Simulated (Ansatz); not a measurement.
`C[CH2][GeH2][CH3]` → `C[CH2][GeH3]` + `[CH2]` (triplet) at 600 K and 1 bar (formal loss of a carbene).

Gas-phase electronic energies from Ansatz, PBE0-D4/def2-TZVP geometries. CCSD(T)/CBS adds triple-zeta CCSD(T) − MP2 to the extrapolated MP2 energy (def2 sets, frozen cores). This one scheme is used for every species. Triplets are unrestricted, without spin–orbit coupling. For Ge outer-core shells are correlated without core-valence functions, which leaves a few kJ/mol of doubt a bond. Scalar relativity is left out up to krypton. One conformer a species, not always the lowest.

| species | CCSD(T)/CBS energy (Eh) | H − E (kJ/mol) | S (J/(mol·K)) |
| --- | --- | --- | --- |
| `C[CH2][GeH2][CH3]` | -2196.29761 | 376.6 | 455.4 |
| `C[CH2][GeH3]` | -2157.02491 | 285.2 | 392.4 |
| `[CH2]` (triplet) | -39.09499 | 66.5 | 220.8 |

H − E and S are ideal-gas, rigid-rotor, harmonic terms from PBE0-D4/def2-TZVP, for one conformer and one mirror image of each species, with the whole ground term of open shells counted as degenerate. 1 Eh = 2625.50 kJ/mol, R = 8.31446 J/(mol·K).

Question: By hand: ΔE, ΔH, ΔS and ΔG.

Answer: ΔE = (-2157.02491) + (-39.09499) − (-2196.29761) = 0.17771 Eh = 466.6 kJ/mol. Δ(H − E) = 285.2 + 66.5 − 376.6 = -24.9, so ΔH = 441.7 kJ/mol. ΔS = 392.4 + 220.8 − 455.4 = 157.8 J/(mol·K). ΔG = 441.7 − 600 × (157.8)/1000 = 347.0 kJ/mol.

Question: By hand: the equilibrium constant, and the temperature at which ΔG would vanish if ΔH and ΔS stayed fixed.

Answer: log₁₀ K = −ΔG/(RT ln 10) = -30.2. ΔG = 0 at ΔH/ΔS = 2799 K, far beyond where these terms or the molecules hold.

The number of gas molecules changes by +1, which sets the sign of ΔS. A doubt of 5 kJ/mol in ΔE shifts log₁₀ K by 0.4 here. Other conformers and mirror images would add mixing entropy, several J/(mol·K) or more a flexible species. A triplet takes part, so the spin changes. These are equilibria of isolated gas molecules and say nothing of rates. Largest T1 diagnostic: 0.011 (customary marks: 0.02 for closed shells, 0.045 for open ones).
